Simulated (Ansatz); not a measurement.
C₂H₆GeSe (`C=[C]([GeH3])[SeH]`) at its PBE0-D4/def2-TZVP geometry, where that method's forces vanish. The species carries charge 0 and has multiplicity 1.

```xyz
10

C    -0.9952    0.2707   -1.3577
C    -0.4611    0.3388   -0.1416
Ge    1.1279   -0.6694    0.3497
Se   -1.1827    1.5483    1.1435
H    -1.8780    0.8351   -1.6454
H    -0.5561   -0.3638   -2.1212
H     2.2959    0.2936    0.6100
H     1.4708   -1.6351   -0.7960
H     0.8397   -1.4558    1.6400
H    -0.6611    0.8375    2.3186
```

What forces (eV/Å) does ωB97M-V/def2-TZVPP give on these atoms in Ansatz 0.2.0? (Estimate.)

Computed: 
```
C1   0.019 -0.009  0.027
C2   0.012 -0.067 -0.166
Ge3  0.107 -0.073  0.021
Se4 -0.016  0.026  0.144
H5   0.064 -0.032  0.039
H6  -0.032  0.041  0.062
H7  -0.094 -0.068 -0.022
H8  -0.032  0.080  0.083
H9   0.015  0.060 -0.096
H10 -0.042  0.044 -0.093
```
